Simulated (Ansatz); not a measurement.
Cartesian coordinates (Å):
SMILES: CS[SiH2]O
```xyz
10

C      1.7956    -0.0070    -0.6459
S      0.3185     0.9900    -0.9987
Si    -1.1885    -0.2812    -0.1911
O     -2.4588     0.6337     0.3031
H      2.6563     0.6412    -0.8062
H      1.8658    -0.8590    -1.3208
H      1.7971    -0.3519     0.3878
H     -0.5384    -1.0416     0.9142
H     -1.7659    -1.2258    -1.1746
H     -2.2556     1.3850     0.8635
```
Charge 0, spin multiplicity 1.

Level of theory: frozen-core CCSD(T)/def2-TZVPP // PBE0-D4/def2-TZVP (Ansatz, a program for electronic structure).

```
Property                       Result
----------------------  -------------
HF energy               -802.83600 Ha
MP2 correlation energy    -0.72024 Ha
```

Q: Estimate the CCSD correlation energy, the (T) correction, the total energy and the T1 diagnostic.

A: 
| Item | Value |
|---|---|
| CCSD correlation energy | -0.76536 Ha |
| (T) correction | -0.02996 Ha |
| CCSD(T) total energy | -803.63132 Ha |
| T1 diagnostic | 0.011 |
